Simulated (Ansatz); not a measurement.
`[CH3][Y]([OH])[F]` + HCl → `[CH3][Y]([F])[Cl]` + H₂O at 500 K and 1 bar (ligand exchange at a Y–O bond).

Isolated molecules relaxed with PBE0-D4/def2-TZVP in Ansatz; ΔE leaves out vibrations. CCSD(T)/CBS is the MP2 limit (def2-TZVPP, def2-QZVPP) plus CCSD(T) − MP2 in def2-TZVPP, frozen cores. This one scheme is used for every species. Elements past krypton have def2 core potentials. For Y outer-core shells are correlated without core-valence functions, which leaves a few kJ/mol of doubt a bond. Each species was taken in one conformer, which may not be the lowest.

| species | CCSD(T)/CBS energy (Eh) | H − E (kJ/mol) | S (J/(mol·K)) |
| --- | --- | --- | --- |
| `[CH3][Y]([OH])[F]` | -253.82257 | 170.4 | 436.3 |
| HCl | -460.38127 | 32.5 | 201.9 |
| `[CH3][Y]([F])[Cl]` | -637.84701 | 136.7 | 440.6 |
| H₂O | -76.37941 | 73.2 | 206.3 |

H − E and S are ideal-gas, rigid-rotor, harmonic terms from PBE0-D4/def2-TZVP, for one conformer and one mirror image of each species. 1 Eh = 2625.50 kJ/mol, R = 8.31446 J/(mol·K).

Problem. By hand: ΔE, ΔH, ΔS and ΔG.

Solution. ΔE = (-637.84701) + (-76.37941) − (-253.82257) − (-460.38127) = -0.02258 Eh = -59.3 kJ/mol. Δ(H − E) = 136.7 + 73.2 − 170.4 − 32.5 = 7.0, so ΔH = -52.3 kJ/mol. ΔS = 440.6 + 206.3 − 436.3 − 201.9 = 8.7 J/(mol·K). ΔG = -52.3 − 500 × (8.7)/1000 = -56.6 kJ/mol.

Problem. By hand: the equilibrium constant, and the temperature at which ΔG would vanish if ΔH and ΔS stayed fixed.

Solution. log₁₀ K = −ΔG/(RT ln 10) = 5.9. ΔH and −TΔS have one sign here, so there is no such temperature.

The number of gas molecules stays the same, so ΔS is small and ΔH decides. A doubt of 5 kJ/mol in ΔE shifts log₁₀ K by 0.5 here. Other conformers and mirror images would add mixing entropy, several J/(mol·K) or more a flexible species. Modes under 60 cm⁻¹, often nearly free rotors, make the harmonic entropy too high. These are equilibria of isolated gas molecules and say nothing of rates. Largest T1 diagnostic: 0.014 (customary marks: 0.02 for closed shells, 0.045 for open ones).

ΔS is within the doubt of such terms, so its sign, and with it that verdict, could turn.
